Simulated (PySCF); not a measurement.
How well do the runs reproduce experiment for BrCl?

**What was measured.**

NIST CCCBDB Release 22 (SRD 101), experimental dipoles lists, for the gas: dipole moment (microwave Stark effect, vibrational ground state) 0.519 ± 0.004 D.

From Liu, Meijer, Perez-Rios, Phys. Chem. Chem. Phys. 22 (2020) 24191, for the gas: dipole moment 0.519 D.

The results are set against them at the end.

BrCl.
SMILES with atom numbers: `[Cl:1][Br:2]`

Geometry (CAM-B3LYP/def2-TZVP, Å), atoms numbered from 1 in this order:
```
atom  x, y, z in Å
Cl1    1.0740   -0.0075   -0.0003
Br2   -1.0702    0.0052   -0.0155
```

Runs made with PySCF (gas phase, on this CAM-B3LYP/def2-TZVP geometry; no spin–orbit coupling):

| level | job | basis functions | wall time |
| --- | --- | --- | --- |
| CAM-B3LYP/def2-TZVP, grid level 1 | geometry optimisation from a GFN2-xTB start | 85 | 8.6 s |

Hardware: an Arm Neoverse N1 with one thread, shared host.

Results beside the measurements:

**Dipole moment.** Measured: 0.519 D (NIST CCCBDB Release 22 (SRD 101), experimental dipoles) and 0.519 D (Liu, Meijer, Perez-Rios, Phys. Chem. Chem. Phys. 22 (2020) 24191). Differences are taken against the first.

```json
{"level": "CAM-B3LYP/def2-TZVP", "computed (D)": "0.492", "computed − measured (D)": "-0.027", "% (from the printed values)": "-5"}
```

The computed dipoles belong to one fixed geometry; measured ones are averaged over vibrations unless marked μe. Magnitudes are compared, not signs.

The geometry is computed, not the measured one. Where a level misses, the cause wasn't examined.
